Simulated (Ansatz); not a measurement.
Program: Ansatz. Geometries: PBE0-D4/def2-TZVP. ΔE: electronic, gas phase. CCSD(T)/CBS is the MP2 limit (def2-TZVPP, def2-QZVPP) plus CCSD(T) − MP2 in def2-TZVPP, frozen cores. DFT in def2-TZVPP. B3LYP here is the variant with VWN-RPA as its local correlation; programs differ in this. For Ge outer-core shells are correlated without core-valence functions, which leaves a few kJ/mol of doubt a bond. Scalar relativity is left out up to krypton. One conformer a species, not always the lowest.

`[F][GeH2][F]` + `CC[SiH2]C#N` → `N#[C][GeH]([F])[F]` + `CC[SiH3]`  (redistribution)

```csv
level,ΔE (kJ/mol),difference from CCSD(T)/CBS
BLYP-D4,43.7,1.0
PBE0-D4,43.8,1.1
B3LYP-D4,44.5,1.8
ωB97X-V,42.4,-0.3
BLYP,42.8,0.1
r2SCANh,43.7,1.0
LC-ωPBE,42.8,0.1
CCSD(T)/def2-SVP,33.8,-8.9
SCS-MP2/def2-TZVPP,37.2,-5.5
HF/CBS(def2),41.9,-0.8
CCSD(T)/CBS,42.7,0
```

Largest T1 diagnostic among the species: 0.013.

At CCSD(T), def2-SVP lies −8.9 kJ/mol from the extrapolated value and def2-TZVPP −6.5 kJ/mol. Leaving LDA and LC-ωPBE aside and taking each functional with its dispersion term where it has one, the values, not all of them listed here, spread over 3.6 kJ/mol, from PBE-QIDH to CAM-B3LYP-D4. LDA lies +3.6 kJ/mol from PBE without D4.
